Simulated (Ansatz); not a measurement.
Input file for `N[BH][GeH3]`:

```yaml
crystal:
  periodic: [false, false, false]
  atoms:
    - {symbol: N, position_ang: [-0.792922, 0.760436, -1.227037]}
    - {symbol: B, position_ang: [0.071750, 0.820247, -0.147974]}
    - {symbol: Ge, position_ang: [0.539164, -0.889142, 0.909644]}
    - {symbol: H, position_ang: [-1.228119, -0.089443, -1.546536]}
    - {symbol: H, position_ang: [-1.048175, 1.568975, -1.771109]}
    - {symbol: H, position_ang: [0.533225, 1.885914, 0.145945]}
    - {symbol: H, position_ang: [2.049907, -1.194032, 0.876143]}
    - {symbol: H, position_ang: [-0.184531, -2.134678, 0.347449]}
    - {symbol: H, position_ang: [0.148302, -0.774678, 2.396373]}
basis:
  gaussian: {orbitals: def2-SVP}
correlation: {method: ccsd_t}
```

```sh
$ ansatz run in.yaml --threads 2 --pin off --events-out ev --progress --plain --max-ram 4352MiB
```

Output of Ansatz, abridged:

```
Functional definition: HF
907 factors; integrals over basis functions are off by at most 1.4e-3 eV
mean field evaluation 1: about -58711.7586 eV, gradient 2.8e1 eV
mean field evaluation 2: about -58711.8031 eV, gradient 2.8e1 eV
mean field evaluation 4: about -58713.8848 eV, gradient 2.9e0 eV
mean field evaluation 8: about -58713.9179 eV, gradient 6.5e-5 eV
mean field -58713.91786291 eV, -2157.6966837389 hartree, gradient 3.4e-6 eV, S^2 0.000000; 0 other end points of the search recorded, 0 dependent functions left out
11 core orbitals not correlated: weight in the atoms' cores, before any rotation towards them, 1.000 or more for the frozen orbitals, at most 0.000 for the correlated occupied ones
reference -58713.91786291 eV, -2157.6966837389 hartree; 14, 14 occupied and 65, 65 virtual orbitals, 907 factors
second order -13.53408791 eV of doubles, -0.00000000 eV of singles
cycle   1  -13.92817749 eV  change   -3.9e-1 eV  update   9.2e-2
cycle   2  -14.40630087 eV  change   -4.8e-1 eV  update   2.9e-2
cycle   3  -14.47587880 eV  change   -7.0e-2 eV  update   1.4e-2
cycle   4  -14.46837179 eV  change    7.5e-3 eV  update   4.3e-3
cycle   5  -14.46891691 eV  change   -5.5e-4 eV  update   1.4e-3
cycle   6  -14.46810719 eV  change    8.1e-4 eV  update   4.3e-4
cycle   7  -14.46807836 eV  change    2.9e-5 eV  update   1.4e-4
cycle   8  -14.46811258 eV  change   -3.4e-5 eV  update   4.4e-5
cycle   9  -14.46811184 eV  change    7.4e-7 eV  update   1.3e-5
perturbative correction -0.40734219 eV, -0.0149695495 hartree
Total energy: -58728.79331694 eV, -2158.2433465917 hartree
```

Hardware: 2 threads of an AMD EPYC 9R45 on a shared host. Wall time 1.6 s, peak host memory 0.32 GiB.

MP2 recovers 91.0 % of the CCSD(T) correlation energy and the triples give 2.7 %; T1 = 0.0128.
